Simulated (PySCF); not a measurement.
## Löwdin shares of the frontier orbitals

Species: C₆H₉P.
Geometry (PBE0-D3(BJ)/def2-SVP, Å), atoms numbered from 1 in this order:
```xyz
16
C6H9P angstrom
C      3.8922   -0.3270    0.5690
C      2.4568   -0.5045    0.6913
C      1.2511   -0.6364    0.7997
P     -0.4908   -0.9546    0.8324
C     -1.1374    0.7207    0.4655
C     -2.1992    0.9411   -0.3227
C     -3.0352   -0.0732   -1.0269
H      4.1397    0.7165    0.3181
H      4.4015   -0.5725    1.5142
H      4.3126   -0.9722   -0.2186
H     -0.6421   -0.9057    2.2546
H     -0.6177    1.5764    0.9101
H     -2.4992    1.9873   -0.4717
H     -3.0785    0.1430   -2.1069
H     -4.0750   -0.0408   -0.6604
H     -2.6527   -1.0945   -0.8883
```

Method: TDDFT CAM-B3LYP/def2-SVPD, vertical, gas phase, core orbitals frozen in the response in PySCF.

Kohn–Sham orbitals with the atoms that hold most of them (Löwdin shares over 4%, at most four atoms; ? is withheld):

```csv
orbital,ε (eV),atoms
HOMO-3,-9.81,"C3 31%, P4 24%, C2 22%, C5 6%"
HOMO-2,-8.98,"C5 29%, C6 24%, C3 9%, P4 9%"
HOMO-1,-8.84,"C3 32%, C2 29%, C5 11%, C6 9%"
HOMO,-7.72,?
LUMO,0.84,?
LUMO+1,1.34,"C1 19%, C2 12%, C5 11%, C6 10%"
LUMO+2,1.47,"C1 16%, P4 15%, C2 12%, C3 9%"
```

Q: Give the leading atoms of the HOMO.

A: P4 (bonded to 2 C and H) 36%; C3 (bonded to C and P) 18%; C2 (bonded to 2 C) 18%; C5 (bonded to C, P and H) 9%. By element: carbon 45% or more, phosphorus 36%.

Q: Which atoms hold the LUMO, and with what shares?

A: C6 (bonded to 2 C and H) 25%; C5 (bonded to C, P and H) 20%; P4 (bonded to 2 C and H) 14%; H11 (bonded to P) 8%. By element: carbon 45% or more, phosphorus 14%, hydrogen 8% or more.

Q: The HOMO–LUMO gap is 8.56 eV. Where does the response calculation put the lowest singlet, and from which orbitals?

A: S1 is at 5.19 eV (f = 0.025), 3.37 eV below the gap, made of HOMO→LUMO (74%), HOMO→LUMO+2 (10%). Without the coupling terms of the response equations the lowest excitation would equal the gap.

Q: One configuration dominates each of S1 and S4. Which, and how do the shares of the two leading atoms of either orbital change from the occupied to the empty one?

A: 
- S1 (5.19 eV, f 0.025), HOMO→LUMO (74%): P4 36% → 14%, C3 18% → at most 9%, C6 at most 9% → 25%, C5 9% → 20%
- S4 (6.31 eV, f 0.0023), HOMO→LUMO+1 (72%): P4 36% → at most 10%, C3 18% → at most 10%, C1 at most 9% → 19%, C2 18% → 12%

One conformer stands for the species.
